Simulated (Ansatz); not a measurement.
`OB([SiH3])Cl` + silanol → `OB(Cl)O[SiH3]` + SiH₄ at 298.15 K and 1 bar (cleavage of the B–Si bond).

Program: Ansatz. Geometries: PBE0-D4/def2-TZVP. ΔE: electronic, gas phase. CBS: MP2 limit from def2 TZ/QZ plus the TZ coupled-cluster correction, frozen cores. This one scheme is used for every species. One conformer a species, not always the lowest.

| species | CCSD(T)/CBS energy (Eh) | H − E (kJ/mol) | S (J/(mol·K)) |
| --- | --- | --- | --- |
| `OB([SiH3])Cl` | -851.31256 | 136.3 | 329.3 |
| `O[SiH3]` | -366.69042 | 113.6 | 257.8 |
| `OB(Cl)O[SiH3]` | -926.59502 | 153.9 | 351.1 |
| SiH₄ | -291.46306 | 92.1 | 204.8 |

H − E and S are ideal-gas, rigid-rotor, harmonic terms from PBE0-D4/def2-TZVP, for one conformer and one mirror image of each species. 1 Eh = 2625.50 kJ/mol, R = 8.31446 J/(mol·K).

Problem. By hand: ΔE, ΔH, ΔS and ΔG.

Solution. ΔE = (-926.59502) + (-291.46306) − (-851.31256) − (-366.69042) = -0.05510 Eh = -144.7 kJ/mol. Δ(H − E) = 153.9 + 92.1 − 136.3 − 113.6 = -3.9, so ΔH = -148.6 kJ/mol. ΔS = 351.1 + 204.8 − 329.3 − 257.8 = -31.2 J/(mol·K). ΔG = -148.6 − 298.15 × (-31.2)/1000 = -139.3 kJ/mol.

Problem. By hand: the equilibrium constant, and the temperature at which ΔG would vanish if ΔH and ΔS stayed fixed.

Solution. log₁₀ K = −ΔG/(RT ln 10) = 24.4. ΔG = 0 at ΔH/ΔS = 4763 K, far beyond where these terms or the molecules hold.

ΔH outweighs TΔS. A doubt of 5 kJ/mol in ΔE shifts log₁₀ K by 0.9 here. Other conformers and mirror images would add mixing entropy, several J/(mol·K) or more a flexible species. Modes under 60 cm⁻¹, often nearly free rotors, make the harmonic entropy too high. These are equilibria of isolated gas molecules and say nothing of rates. Largest T1 diagnostic: 0.013 (customary marks: 0.02 for closed shells, 0.045 for open ones).
